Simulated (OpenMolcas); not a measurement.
# What dynamic correlation does to the levels of In II

| Property | Result |
| --- | --- |
| Program | OpenMolcas 26.06 |
| Basis | ANO-RCC-VDZP [6s5p3d1f] |
| Scalar Hamiltonian | DKH2, point nucleus |
| Active space | 2 electrons in 4 orbitals (5s 5p) |
| State averaging | 2S+1 = 3 even, 3 roots; 2S+1 = 1 even, 7 roots; 2S+1 = 3 odd, 3 roots; 2S+1 = 1 odd, 3 roots |
| Spin-orbit coupling | state interaction with AMFI integrals over the reference wave functions, term energies averaged over their components |

Methods on the same reference wave functions:
A. CASSCF
B. SS-CASPT2, IPEA 0.25 Eh, imaginary shift 0.1 Eh (closed shells correlated: 4d)
C. MS-CASPT2, IPEA 0.25 Eh, imaginary shift 0.1 Eh (closed shells correlated: 4d)

Energies in eV above 5s² ¹S₀, the measured ground level; measured values from NIST Handbook of Basic Atomic Spectroscopic Data.

```
     Level        A       B       C  Measured
   5s² ¹S₀   0.0000  0.0000  0.0000    0.0000
5s 5p ³P°₀   4.6316   5.187   5.235    5.2416
5s 5p ³P°₁   4.7569   5.311   5.359    5.3748
5s 5p ³P°₂   5.0242   5.580   5.628    5.6821
5s 5p ¹P°₁   8.1560   8.012   8.060    7.8157
   5p² ³P₀  12.0217  12.641  12.689   12.5977
   5p² ³P₁  12.1823  12.808  12.856   12.8012
   5p² ³P₂  12.3959  13.014  13.062   13.0883
   5p² ¹D₂  13.2630  13.740  13.788   12.1043
   5p² ¹S₀  15.2510  15.389  15.485   15.0379
```

Deviations, from unrounded energies. A percentage is the sum of absolute deviations over the sum of measured energies, with the sign that they share, or ± where signs differ.

```tsv
Against measurement	Levels	A	B	C
mean absolute deviation (cm-1)	9	4900	2300	2400
other configurations (%)	9	±6.1	±2.8	±2.9
```

B, C lie about equally close to measurement and A furthest from it. The largest miss of B in the table is 5p² ¹D₂, by +13000 cm-1. The ranking rests on the paired levels alone, and a cruder setting can come out closer through cancelling errors.

Between B and C the level of the table that moves most is 5p² ¹S₀, by 780 cm-1 (lowest in B, highest in C).

The lowest spin-free term lies below A's lowest term by 0.345 hartree in B, 0.347 hartree in C.

The ¹D term of p² mixes with s d, which this space lacks. Without dynamic correlation excited terms often stand tens of per cent too high (terms of higher spin than the ground term too low), and those without a measured partner can miss by more than the paired ones (holds for A). Some levels mix across a computed gap that differs much from the measured one, so their mixing is not that of the real levels (holds for B; C). Computed and measured levels are paired by configuration, term and J; levels that our copy of the source lacks, or whose pairing is in doubt (as where it misses far off the trend of its configuration), stay unpaired and out of the deviations. Levels of configurations outside the active space are missing.

° marks odd parity.
